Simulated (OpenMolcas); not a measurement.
**neutral manganese: effect of the IPEA shift**

```json
{
 "Program": "OpenMolcas",
 "Basis": "ANO-RCC-VTZP [6s5p3d2f1g]",
 "Scalar Hamiltonian": "DKH2, point nucleus",
 "Active space": "5 electrons in 5 orbitals (3d)",
 "State averaging": "2S+1 = 6 even, 1 root; 2S+1 = 4 even, 24 roots; 2S+1 = 2 even, 75 roots (45 in the spin-orbit step)",
 "Spin-orbit coupling": "state interaction with AMFI integrals over the reference wave functions, term energies averaged over their components"
}
```

Methods on the same reference wave functions:
A. CASSCF
B. SS-CASPT2, IPEA 0 Eh, imaginary shift 0.1 Eh (closed shells correlated: 3s 3p 4s)
C. SS-CASPT2, IPEA 0.25 Eh, imaginary shift 0.1 Eh (closed shells correlated: 3s 3p 4s)

Energies in cm-1 above 3d5 4s2 6S 5/2.

```csv
Level,A,B,C
3d5 4s2 6S 5/2,0.0,0.0,0.0
3d5 4s2 4G 5/2,31139,25920,26230
3d5 4s2 4G 7/2,31153,25930,26240
3d5 4s2 4G 11/2,31156,25940,26250
3d5 4s2 4G 9/2,31160,25950,26250
3d5 4s2 4P 5/2,35785,28130,28760
3d5 4s2 4P 3/2,35821,28170,28800
3d5 4s2 4P 1/2,35870,28220,28850
3d5 4s2 4D 7/2,38719,30950,31430
3d5 4s2 4D 1/2,38760,30990,31470
3d5 4s2 4D 3/2,38797,31030,31510
3d5 4s2 4D 5/2,38808,31040,31520
3d5 4s2 2I 11/2,44254,37870,38410
3d5 4s2 2I 13/2,44285,37920,38450
```

Between B and C the level of the table that moves most is 3d5 4s2 4P 1/2, by 630 cm-1 (lowest in B, highest in C). Moves below CASPT2's spread within the term are not significant.

From A to B the spin-free energies of the other terms of 3d5 4s2 shown, above 6S, scale by factors of 0.79 to 0.86, as is usual when dynamic correlation screens the repulsion within a d or f shell.

The lowest spin-free term lies below A's lowest term by 0.509 hartree in B, 0.493 hartree in C.

CASPT2 does not keep the components of a term degenerate, so their means are used; among the terms shown or strongly mixed into the levels shown the widest spread is 100 cm-1 (3d5 4s2 2I, C). Some high roots are left out of the spin-orbit mixing, which shifts the levels that they would mix with. With the s shell closed, the reference lacks s² → p², s² → d² and s → d mixing, so excited terms can stand far too high and out of order, with CASPT2 too. Without dynamic correlation excited terms often stand tens of per cent too high (terms of higher spin than the ground term too low), and those without a measured partner can miss by more than the paired ones (holds for A). Only configurations of the active space appear. Levels that lie high or do not pair safely by name in every column are left out.
